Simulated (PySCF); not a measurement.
# Electron correlation in Sn (tin, neutral)

[Kr] 4d10 5s2 5p2, high-spin 3P determinant. Calculation: PySCF 2.14, in aug-cc-pVQZ-PP with ECP28MDF (7s7p5d3f2g, 92 functions); scalar relativity through the core potential. Frozen: 4s2 4p6 4d10; 4 electrons correlated.

| level | correlation energy (mhartree) |
| --- | --- |
| CCSD | -58.51 |
| (T) | -1.86 |
| CCSD(T) | -60.37 |

Diagnostics: T1 = 0.0098, D1 = 0.0253, largest double amplitude 0.068.

Cost of the coupled-cluster step: about 23 core-seconds, for 4 correlated electrons.

Iterations:

```
CC2 = 0
CCSD nocc = (np.int64(3), np.int64(1)), nmo = (83, 83)
frozen orbitals [[0, 1, 2, 3, 4, 5, 6, 7, 8], [0, 1, 2, 3, 4, 5, 6, 7, 8]]
max_cycle = 100
direct = 0
conv_tol = 1e-08
conv_tol_normt = 1e-06
diis_space = 8
diis_start_cycle = 0
Init t2, MP2 energy = -0.0469408891585369
Init E_corr(UCCSD) = -0.0469408891596138
cycle = 1  E_corr(UCCSD) = -0.0548930221099111  dE = -0.00795213295  norm(t1,t2) = 0.0453076
cycle = 2  E_corr(UCCSD) = -0.0571365774020964  dE = -0.00224355529  norm(t1,t2) = 0.017561
cycle = 3  E_corr(UCCSD) = -0.05851254354381  dE = -0.00137596614  norm(t1,t2) = 0.00808914
cycle = 4  E_corr(UCCSD) = -0.0585061755112977  dE = 6.36803251e-06  norm(t1,t2) = 0.00155266
cycle = 5  E_corr(UCCSD) = -0.0585146383128052  dE = -8.46280151e-06  norm(t1,t2) = 0.000242038
cycle = 6  E_corr(UCCSD) = -0.0585126091121568  dE = 2.02920065e-06  norm(t1,t2) = 4.8121e-05
cycle = 7  E_corr(UCCSD) = -0.058512964131969  dE = -3.55019812e-07  norm(t1,t2) = 1.22893e-05
cycle = 8  E_corr(UCCSD) = -0.0585130783869401  dE = -1.14254971e-07  norm(t1,t2) = 2.59377e-06
cycle = 9  E_corr(UCCSD) = -0.0585130203642364  dE = 5.80227037e-08  norm(t1,t2) = 5.76044e-07
cycle = 10  E_corr(UCCSD) = -0.0585130288902861  dE = -8.52604973e-09  norm(t1,t2) = 1.4343e-07
UCCSD converged
E(UCCSD) = -213.3991374872335  E_corr = -0.05851302889028613
UCCSD(T) correction = -0.00186142736899448
```
